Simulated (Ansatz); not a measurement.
Cost and result for the atomization energy of `C[Si](F)(Cl)I` (8 atoms, 7 bonds).

Cartesian coordinates in Å:
```
C 0.0099 0.8087 -0.6764
Si -0.0606 -0.6710 0.4154
F -1.3039 -1.5759 0.0167
Cl 1.6064 -1.8213 0.1956
I -0.3241 -0.0644 2.7477
H 0.1075 0.4932 -1.7180
H -0.9019 1.3991 -0.5664
H 0.8666 1.4317 -0.4145
```

The species carries charge 0 and has multiplicity 1. Correlated methods include outer-core shells of I, which these sets cover unevenly. I takes the def2 core potential. Geometry: relaxed with PBE0-D4/def2-TZVP. Program: Ansatz. All runs use 4 threads of an Intel Xeon Platinum 8488C on a shared host. Times are those of one run each, without the atoms' runs, and a repeat can differ threefold. Electronic energies, without spin–orbit coupling; frozen cores. CCSD(T)/CBS adds CCSD(T) − MP2 in def2-TZVPP to the MP2 limit, and its time is that of the two runs behind it. T1 = 0.009. With those shells the extrapolation isn't a true limit. B3LYP takes the VWN-RPA correlation (the form of Gaussian; ORCA's B3LYP/G).

CCSD(T)/CBS is a level of theory with its own doubt, some kJ/mol a heavy atom from the limit and from the frozen cores, so smaller differences don't rank the functionals.

| level | functions | wall time |
| --- | --- | --- |
| revPBE-D4/def2-TZVPP | 238 | 1.4 s |
| BLYP-D4/def2-TZVPP | 238 | 1.5 s |
| CAM-B3LYP-D4/def2-TZVPP | 238 | 2.9 s |
| r2SCAN-D4/def2-TZVPP (with forces) | 238 | 3.1 s |
| r2SCANh-D4/def2-TZVPP | 238 | 3.6 s |
| B3LYP-D4/def2-TZVPP (with forces) | 238 | 3.7 s |
| CCSD(T)/def2-SVP | 105 | 4.1 s |
| B2PLYP/def2-TZVPP | 238 | 4.2 s |
| B97M-V/def2-TZVPP | 238 | 4.7 s |
| ωB97X-V/def2-TZVPP | 238 | 5.5 s |
| MP2/def2-QZVPP | 426 | 13 s |
| CCSD(T)/def2-TZVPP | 238 | 110 s |
| CCSD(T)/CBS(def2) | – | 2.1 min |

Problem. What atomization energy does each give, and how far from CCSD(T)/CBS? (An estimate is asked.)

Solution. The calculation gave: 
| level | atomization (kJ/mol) | difference from CCSD(T)/CBS | per bond |
| --- | --- | --- | --- |
| revPBE-D4/def2-TZVPP | 2867.9 | -49.8 | -7.1 |
| BLYP-D4/def2-TZVPP | 2861.7 | -56.0 | -8.0 |
| CAM-B3LYP-D4/def2-TZVPP | 2887.1 | -30.6 | -4.4 |
| r2SCAN-D4/def2-TZVPP (with forces) | 2917.4 | -0.3 | 0.0 |
| r2SCANh-D4/def2-TZVPP | 2899.7 | -18.0 | -2.6 |
| B3LYP-D4/def2-TZVPP (with forces) | 2873.2 | -44.5 | -6.4 |
| CCSD(T)/def2-SVP | 2679.1 | -238.6 | -34.1 |
| B2PLYP/def2-TZVPP | 2854.2 | -63.5 | -9.1 |
| B97M-V/def2-TZVPP | 2913.2 | -4.5 | -0.6 |
| ωB97X-V/def2-TZVPP | 2907.1 | -10.6 | -1.5 |
| MP2/def2-QZVPP | 2967.3 | 49.6 | 7.1 |
| CCSD(T)/def2-TZVPP | 2822.7 | -95.0 | -13.6 |
| CCSD(T)/CBS(def2) | 2917.7 | 0.0 | 0.0 |

In def2-TZVPP, CCSD(T) changes the Hartree–Fock value by +648.1 kJ/mol (the triples alone add +47.2 kJ/mol) and MP2 by +736.0 kJ/mol; breaking electron pairs costs correlation energy, which Hartree–Fock lacks. The D4 term adds +41.7 kJ/mol with B3LYP and +21.8 kJ/mol with PBE0; it sums over pairs of atoms, weighted by their polarisabilities, and B3LYP, whose exchange is more repulsive, gets the larger term. Leaving LDA and LC-ωPBE aside and taking each functional with its dispersion term where it has one, the values, not all of them listed here, spread over 130.9 kJ/mol, from BHLYP-D4 to PBE-D4. LDA lies +381.5 kJ/mol from PBE without D4, its usual overbinding.

Spin–orbit coupling would lower the free I atoms strongly, and the atomization energy with them, by more than many differences here.
